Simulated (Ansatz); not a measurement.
SnH₃I⁺, that is SnIH3 with one electron fewer. Charge 1, multiplicity 2. Geometry PBE-D4/def2-TZVP, that of the neutral singlet; atoms count from 1.

| atom | x (Å) | y (Å) | z (Å) |
| --- | --- | --- | --- |
| Sn1 | 0.137 | -0.031 | -0.194 |
| I2 | -1.413 | 0.315 | 1.999 |
| H3 | 1.341 | -1.181 | 0.217 |
| H4 | 0.820 | 1.496 | -0.574 |
| H5 | -0.885 | -0.600 | -1.448 |

In the def2 sets I, Sn take a core potential; there is no spin–orbit coupling.

Question: Estimate the Mulliken populations from the PBE0/def2-TZVP orbitals of Ansatz.

Answer: 
```csv
atom,charge (e),spin (α − β)
Sn1,0.36,-0.05
I2,0.40,0.94
H3,0.07,0.01
H4,0.08,0.02
H5,0.09,0.08
```
Mulliken values depend strongly on the basis.

Question: Where does the spin sit?

Answer: Summed by element: Sn -0.05, I 0.94, H 0.11, of 1 unpaired in all. Largest on single atoms: I2 0.94, H5 0.08, Sn1 -0.05.

Question: And the Mayer bond orders between heavy atoms (over 0.3)?

Answer: Sn1–I2 0.81 (2.71 Å).
